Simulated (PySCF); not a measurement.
## Simulated absorption spectrum

Species: C6H8AlF.
SMILES with atom numbers: `[CH2:1]=[CH:2][CH2:3][Al:4]([F:5])[C:6]#[C:7][CH3:8]` (hydrogens: H9, H10 on C1; H11 on C2; H12, H13 on C3; H14, H15, H16 on C8)

Geometry (GFN2-xTB, Å), atoms numbered from 1 in this order:
```
atom  x, y, z in Å
C1    -2.0953    1.2100    0.0247
C2    -2.1426   -0.0881    0.2823
C3    -2.0257   -1.1611   -0.7405
Al4   -0.0787   -1.6528   -0.8724
F5     0.3179   -3.0775   -1.6151
C6     1.3320   -0.5306   -0.1839
C7     2.2189    0.1863    0.2303
C8     3.2702    1.0442    0.7307
H9    -1.9828    1.5819   -0.9811
H10   -2.1730    1.9490    0.8032
H11   -2.2473   -0.4233    1.3076
H12   -2.6439   -2.0278   -0.4766
H13   -2.3798   -0.7971   -1.7133
H14    4.0115    1.2186   -0.0492
H15    3.7597    0.5762    1.5849
H16    2.8513    2.0010    1.0427
```

Computed, not measured: PySCF 2.14.0, density-fitted response routines, TDDFT PBE0/def2-SVPD, vertical, gas phase, core orbitals frozen in the response.

Computed states:

```json
{"state": "S1", "E (eV)": "4.60", "f": "0.0060"}
{"state": "S2", "E (eV)": "5.04", "f": "0.0002"}
{"state": "S3", "E (eV)": "5.56", "f": "0.069"}
{"state": "S4", "E (eV)": "5.63", "f": "0.061"}
{"state": "S5", "E (eV)": "6.17", "f": "0.041"}
{"state": "S6", "E (eV)": "6.26", "f": "0.0022"}
{"state": "S7", "E (eV)": "6.45", "f": "0.025"}
{"state": "S8", "E (eV)": "6.62", "f": "0.014"}
```

Broadening: Gaussians 0.4 eV wide at half height, area fixed by f = 4.319×10⁻⁹ ∫ε dν̃. The width is an assumption, not a result. The curve ends short of the highest state used, and states not computed would add to its high-energy end.

Question: Give the broadened spectrum and its maxima.

Answer: 
E (eV), ε (L mol⁻¹ cm⁻¹) and a bar:
```
     4.00          1 
     4.06          2 
     4.12          7 
     4.18         18 
     4.23         36 
     4.29         74 
     4.35        133 
     4.41        212 #
     4.46        284 #
     4.52        359 #
     4.58        401 #
     4.64        396 #
     4.70        345 #
     4.75        281 #
     4.81        198 #
     4.87        126 
     4.93         78 
     4.98         61 
     5.04         77 
     5.10        160 #
     5.16        376 #
     5.21        733 ###
     5.27       1483 #####
     5.33       2672 #########
     5.39       4277 ###############
     5.44       5774 ####################
     5.50       7415 ##########################
     5.56       8447 ##############################
     5.62       8541 ##############################
     5.68       7680 ###########################
     5.73       6455 #######################
     5.79       4803 #################
     5.85       3401 ############
     5.91       2544 #########
     5.96       2292 ########
     6.02       2427 #########
```

Maxima: 269 nm (4.60 eV), ε about 400, made up of S1 (100%); 222 nm (5.60 eV), ε about 8600, made up of S3 (53%) and S4 (47%) (ε in L mol⁻¹ cm⁻¹; maxima over ε = 5, shares over 10%). At its high-energy end, 6.02 eV, the curve is still rising (ε about 2400, from S4 and S5).

Question: Coming from long wavelengths, where does ε first pass 100 L mol⁻¹ cm⁻¹?

Answer: At about 287 nm (4.32 eV), 0.28 eV below S1.

Question: On this curve, what absorbance would a 10⁻³ mol/L sample give at 280 nm over a 1 cm path?

Answer: 280 nm is 4.428 eV, where ε is about 240 L mol⁻¹ cm⁻¹, so A = ε c l ≈ 0.24 (Beer–Lambert, with the gas-phase spectrum and the assumed width).

Question: What would ε be at 5.60 eV, the highest of these maxima, with half the width (0.2 eV)?

Answer: About 16300 L mol⁻¹ cm⁻¹ against 8620, a factor of about 1.9; a lone state at its own centre would give exactly 2.

Hardware: Arm Neoverse V1, one thread, shared host with 32 logical CPUs at a one-minute load of 28. Cost: 78 s of wall time (with the writing of density and orbital grids), 0.92 GiB resident at most.

One conformer stands for the species.
